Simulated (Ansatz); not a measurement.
CeCl3, 4 atoms. Hardware: 4 threads of Arm Neoverse V2 on a shared host.

In the def2 sets Ce takes a core potential; there is no spin–orbit coupling. Correlated methods freeze 19 core orbitals; core or outer-core shells of Ce are correlated, in sets that lack core-valence functions. With an open 4f shell the SCF may have ended on a state above the lowest.

Q: How many basis functions does each of these Ansatz runs have, and roughly what does it cost? PBE0-D4/def2-TZVP, charge 0 doublet, energy and forces, from earlier orbitals; LC-ωPBE (ω = 0.10 bohr⁻¹)/def2-SVP, charge 1 singlet at the geometry of the charge 0 doublet, energy, from earlier orbitals; LC-ωPBE (ω = 0.30 bohr⁻¹)/def2-SVP, charge 1 singlet at the geometry of the charge 0 doublet, energy, from earlier orbitals; LC-ωPBE/def2-TZVP, charge 0 doublet, energy, from earlier orbitals; PBE-D4/def2-TZVP, charge 0 doublet, energy and forces, from earlier orbitals; LC-ωPBE (ω = 0.10 bohr⁻¹)/def2-SVP, charge 0 doublet, energy, from earlier orbitals; PBE0-D4/def2-SVP, charge 0 doublet, energy, from earlier orbitals; LC-ωPBE (ω = 0.30 bohr⁻¹)/def2-SVP, charge 0 doublet, energy, from earlier orbitals; PBE0-D4/def2-TZVP, charge 1 singlet at the geometry of the charge 0 doublet, energy; LC-ωPBE (ω = 0.15 bohr⁻¹)/def2-SVP, charge 0 doublet, energy, from earlier orbitals; r2SCAN-D4/def2-SVP, charge 0 doublet, relaxation, 4 steps; RPA@PBE/def2-TZVP, charge 0 doublet, energy, from earlier orbitals.

A: Other jobs shared the machine, so times can vary by a factor of up to 3. A dash marks memory too small to be measured apart from the calling script's.

```json
{"run": "LC-ωPBE (ω = 0.30 bohr⁻¹)/def2-SVP, charge 1 singlet at the geometry of the charge 0 doublet, energy, from earlier orbitals", "functions": "132", "fitting or Cholesky vectors": "1241", "wall time": "2.8 s", "peak host memory (GiB)": "–"}
{"run": "LC-ωPBE (ω = 0.10 bohr⁻¹)/def2-SVP, charge 1 singlet at the geometry of the charge 0 doublet, energy, from earlier orbitals", "functions": "132", "fitting or Cholesky vectors": "1241", "wall time": "3.2 s", "peak host memory (GiB)": "–"}
{"run": "PBE0-D4/def2-TZVP, charge 1 singlet at the geometry of the charge 0 doublet, energy", "functions": "204", "fitting or Cholesky vectors": "1691", "wall time": "5.5 s", "peak host memory (GiB)": "0.76"}
{"run": "LC-ωPBE (ω = 0.15 bohr⁻¹)/def2-SVP, charge 0 doublet, energy, from earlier orbitals", "functions": "132", "fitting or Cholesky vectors": "1241", "wall time": "11 s", "peak host memory (GiB)": "–"}
{"run": "PBE0-D4/def2-SVP, charge 0 doublet, energy, from earlier orbitals", "functions": "132", "fitting or Cholesky vectors": "1148", "wall time": "13 s", "peak host memory (GiB)": "–"}
{"run": "LC-ωPBE (ω = 0.30 bohr⁻¹)/def2-SVP, charge 0 doublet, energy, from earlier orbitals", "functions": "132", "fitting or Cholesky vectors": "1241", "wall time": "14 s", "peak host memory (GiB)": "–"}
{"run": "RPA@PBE/def2-TZVP, charge 0 doublet, energy, from earlier orbitals", "functions": "204", "fitting or Cholesky vectors": "1400", "wall time": "16 s", "peak host memory (GiB)": "0.61"}
{"run": "LC-ωPBE (ω = 0.10 bohr⁻¹)/def2-SVP, charge 0 doublet, energy, from earlier orbitals", "functions": "132", "fitting or Cholesky vectors": "1241", "wall time": "16 s", "peak host memory (GiB)": "–"}
{"run": "LC-ωPBE/def2-TZVP, charge 0 doublet, energy, from earlier orbitals", "functions": "204", "fitting or Cholesky vectors": "1530", "wall time": "22 s", "peak host memory (GiB)": "0.9"}
{"run": "PBE-D4/def2-TZVP, charge 0 doublet, energy and forces, from earlier orbitals", "functions": "204", "fitting or Cholesky vectors": "1530", "wall time": "24 s", "peak host memory (GiB)": "0.7"}
{"run": "PBE0-D4/def2-TZVP, charge 0 doublet, energy and forces, from earlier orbitals", "functions": "204", "fitting or Cholesky vectors": "1691", "wall time": "50 s", "peak host memory (GiB)": "1.4"}
{"run": "r2SCAN-D4/def2-SVP, charge 0 doublet, relaxation, 4 steps", "functions": "132", "fitting or Cholesky vectors": "1241", "wall time": "77 s", "peak host memory (GiB)": "–"}
```
